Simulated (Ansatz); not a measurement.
Reaction (cleavage of the Si–B bond): `[SiH3]BS` + `C=C[SiH](O)F` → `C=C[SiH](F)O[SiH3]` + `BS`

Gas-phase electronic energies from Ansatz, PBE0-D4/def2-TZVP geometries. CCSD(T)/CBS adds triple-zeta CCSD(T) − MP2 to the extrapolated MP2 energy (def2 sets, frozen cores). This one scheme is used for every species. DFT in def2-TZVPP. One conformer a species, not always the lowest.

| level | ΔE (kJ/mol) |
| --- | --- |
| PBE-QIDH | -112.8 |
| MP2/def2-SVP | -113.5 |

Question: What does CCSD(T)/CBS give? (Estimate.)

Answer: Computed: -116.8 kJ/mol. The listed levels differ from it by 4.0, 3.3 kJ/mol.

Question: What do rigid-rotor, harmonic-oscillator terms from PBE0-D4/def2-TZVP frequencies (298.15 K, 1 bar) make of the CCSD(T)/CBS value? (Best estimate.)

Answer: Computed: ΔZPE = -1.7 kJ/mol, ΔH = -117.8 kJ/mol, ΔS = 12 J/(mol·K), ΔG = -121.2 kJ/mol. Modes under 50 cm⁻¹ make the entropy rough.

Largest T1 diagnostic among the species: 0.015.

Leaving LDA and LC-ωPBE aside and taking each functional with its dispersion term where it has one, the values, not all of them listed here, spread over 38.9 kJ/mol, from BHLYP-D4 to PBE-D4. From r2SCAN to r2SCAN0 (25 % exact exchange), in def2-TZVPP and without D4, ΔE moves by −4.4 kJ/mol.

CCSD(T)/CBS has its own doubt, a few kJ/mol and more with outer-core shells, so smaller differences from it don't rank the levels.
